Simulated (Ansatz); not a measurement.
Ideal-gas functions of `Cl[SiH]1C=C1` at 400 K and 1 bar, from an Ansatz frequency run at PBE0-D4/def2-TZVP.

Molar mass 90.58 g/mol, point group Cs (symmetry number 1), electronic degeneracy 1, moments of inertia 33.41, 187.698, 191.202 u Å². Harmonic wavenumbers (cm⁻¹, unscaled): 227, 241, 520, 614, 678, 746, 825, 850, 939, 1000, 1156, 1527, 2281, 3195, 3216.

Use S(trans) = R[1.5 ln M + 2.5 ln T − 1.1517]; rotational temperatures θ = 24.2544 K / I; S(rot) = R[ln(√π/σ · √(T³/θAθBθC)) + 1.5]; for each mode x = 1.438777 ν̃/T, S = R[x/(eˣ − 1) − ln(1 − e⁻ˣ)] and H = RT x/(eˣ − 1); 1 cm⁻¹ = 0.0119627 kJ/mol; R = 8.31446 J/(mol·K).

Task: By hand: the entropy, in J/(mol·K).

Result: Translation 171.2. Rotation: θ = 0.726, 0.1292, 0.1269 K, giving 110.4. Vibration, mode by mode: 10.23, 9.76, 4.22, 3.23, 2.70, 2.22, 1.78, 1.65, 1.28, 1.07, 0.68, 0.22, 0.02, 0.00, 0.00, in all 39.1. Electronic 0.0. Sum 320.7 J/(mol·K).

Task: By hand: H − E and G − E in kJ/mol, counted from the electronic energy.

Result: Zero-point energy ½ × 18015 × 0.0119627 = 107.8; thermal vibration 9.8; translation, rotation and pV give 4 RT = 13.3. H − E = 130.9 kJ/mol, and G − E = 130.9 − 400 × 320.7/1000 = 2.6 kJ/mol.

Vibration gives 12 % of the entropy.
